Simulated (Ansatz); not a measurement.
`[CH3][GeH2][SeH]` + `[CH3][InH][Cl]` → `[CH3][In]([Cl])[SeH]` + `[CH3][GeH3]` at 400 K and 1 bar (formal exchange of groups at the Se–Ge bond).

Isolated molecules relaxed with PBE0-D4/def2-TZVP in Ansatz; ΔE leaves out vibrations. CCSD(T)/CBS is the MP2 limit (def2-TZVPP, def2-QZVPP) plus CCSD(T) − MP2 in def2-TZVPP, frozen cores. def2 core potentials past Kr. For Ge, In, Se outer-core shells are correlated without core-valence functions, which leaves a few kJ/mol of doubt a bond. Scalar relativity is left out up to krypton. One conformer a species, not always the lowest.

```csv
species,CCSD(T)/CBS energy (Eh),H − E (kJ/mol),S (J/(mol·K))
`[CH3][GeH2][SeH]`,-4518.50643,188.4,370.4
`[CH3][InH][Cl]`,-690.09240,138.2,366.6
`[CH3][In]([Cl])[SeH]`,-3090.85366,152.2,431.5
`[CH3][GeH3]`,-2117.76728,178.0,291.9
```

H − E and S are ideal-gas, rigid-rotor, harmonic terms from PBE0-D4/def2-TZVP, for one conformer and one mirror image of each species. 1 Eh = 2625.50 kJ/mol, R = 8.31446 J/(mol·K).

Q: By hand: ΔE, ΔH, ΔS and ΔG.

A: ΔE = (-3090.85366) + (-2117.76728) − (-4518.50643) − (-690.09240) = -0.02211 Eh = -58.0 kJ/mol. Δ(H − E) = 152.2 + 178.0 − 188.4 − 138.2 = 3.6, so ΔH = -54.4 kJ/mol. ΔS = 431.5 + 291.9 − 370.4 − 366.6 = -13.6 J/(mol·K). ΔG = -54.4 − 400 × (-13.6)/1000 = -49.0 kJ/mol.

Q: By hand: the equilibrium constant, and the temperature at which ΔG would vanish if ΔH and ΔS stayed fixed.

A: log₁₀ K = −ΔG/(RT ln 10) = 6.4. ΔG = 0 at ΔH/ΔS = 4000 K, far beyond where these terms or the molecules hold.

The number of gas molecules stays the same, so ΔS is small and ΔH decides. A doubt of 5 kJ/mol in ΔE shifts log₁₀ K by 0.7 here. Other conformers and mirror images would add mixing entropy, several J/(mol·K) or more a flexible species. Modes under 60 cm⁻¹, often nearly free rotors, make the harmonic entropy too high. These are equilibria of isolated gas molecules and say nothing of rates. Largest T1 diagnostic: 0.012 (customary marks: 0.02 for closed shells, 0.045 for open ones).
